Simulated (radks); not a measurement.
Species: Si3+. Configuration: [Ne] 3s1.

Calculated with a radial shooting solver on a logarithmic mesh with Libxc functionals: non-relativistic Kohn-Sham, PBE, spin-unpolarised, spherical densities, point nucleus.

Energy parts (hartree):
total: -287.08386
kinetic: 286.71572
electron-nucleus: -669.75336
Hartree: 115.70029
exchange-correlation: -19.74651

Orbitals (lengths in bohr, moments of r in powers of bohr):
| orbital | occ. | eigenvalue (hartree) | <r^4> | <1/r> | <r^2> |
|---|---|---|---|---|---|
| 1s | 2 | -66.84090 | 0.0007270 | 13.57 | 0.01677 |
| 2s | 2 | -6.43809 | 0.2729 | 2.575 | 0.3850 |
| 2p | 6 | -4.85159 | 0.2853 | 2.468 | 0.3598 |
| 3s | 1 | -1.44809 | 23.65 | 0.7422 | 3.907 |

The highest occupied level is 3s at -39.405 eV. The density falls to 0.001 e/bohr^3 at r = 3.04 bohr. Summed over all electrons, <r^2> = 6.869 bohr^2, which gives a Langevin (diamagnetic) susceptibility term of -5.44 x 10^-6 cm^3/mol. The electron density at the nucleus is 1768 e/bohr^3. Virial ratio -V/T = 2.00128.
